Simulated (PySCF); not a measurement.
C5H9PS.
Cartesian coordinates in Å at the GFN2-xTB level; atoms count from 1:
```xyz
16
C5H9PS angstrom
C      2.2707   -0.3756   -0.1612
C      0.7947   -0.2617   -0.0218
C     -0.1311   -1.2077   -0.1474
C     -1.5694   -0.8266    0.0429
C     -1.6772    0.7013   -0.0275
P      0.0183    1.3567    0.2912
S      0.6291    2.9084   -0.6791
H      2.6284    0.3928   -0.8479
H      2.7536   -0.2035    0.8017
H      2.5598   -1.3562   -0.5324
H      0.1060   -2.2418   -0.3493
H     -1.9068   -1.1926    1.0171
H     -2.1957   -1.3008   -0.7157
H     -1.9443    1.0302   -1.0373
H     -2.4121    1.1136    0.6652
H      0.0685    1.4724    1.6903
```

NICS = −σ at a ghost point: NICS(0) at the centroid of the ring atoms, NICS(1) 1 Å to either side along the normal of their mean plane, zz for the tensor component along that normal. Level: GIAO PBE0/pcSseg-1 (PySCF, non-relativistic, gas phase) on the GFN2-xTB geometry, one conformer.

Ring bond lengths (Å), with Mayer bond orders in brackets: C2–C3 1.330 (1.82), C3–C4 1.500 (1.04), C4–C5 1.533 (1.02), C5–P6 1.846 (0.88), P6–C2 1.822 (0.84).

Task: Give the NICS values of each ring in ppm.

Result: 
```json
{"ring": "C2–C3–C4–C5–P6", "type": "5-membered ring with P; formal bonds 1 double, 4 single", "NICS(0)": "-3.1", "NICS(1), two faces": "-3.8 / -3.5", "NICS(1)zz, two faces": "-1.5 / -2.3", "rms pucker (Å)": "0.09", "centre to ring atoms, mean (Å)": "1.36"}
```

Task: What do they say, and how far can they be read as aromaticity?

Result: 
- C2–C3–C4–C5–P6: mean NICS(1)zz -1.9 ppm, near zero. C4, C5, P6 have four or more neighbours, and the NICS criterion for π rings isn't applied.

Task: How shielded are the nuclei of the rings and their hydrogens (means over atoms taken as equivalent)?

Result: 
```tsv
atoms	environment	σ isotropic (ppm)	principal values of the symmetric part, first atom (ppm)
C2	fully substituted alkene carbon	41.4	-60.6, 46.7, 138.1
C3	alkene CH carbon	40.7	-63.6, 50.5, 135.1
C4	allylic carbon	153.7	135.9, 153.3, 172.0
C5	sp3 carbon bound to phosphorus	150.2	119.1, 152.8, 178.7
P6	phosphorus bonded to 2 C, S and H	302.9	155.6, 297.7, 455.4
H11	vinylic hydrogen	25.40	23.2, 25.1, 27.9
H12	methylene hydrogen	29.22	24.9, 27.1, 35.7
H13	methylene hydrogen	29.06	24.2, 27.1, 35.9
H14	methylene hydrogen	29.83	25.3, 29.3, 34.8
H15	methylene hydrogen	29.22	25.3, 27.7, 34.7
H16	P–H hydrogen	23.83	19.7, 21.7, 30.1
```
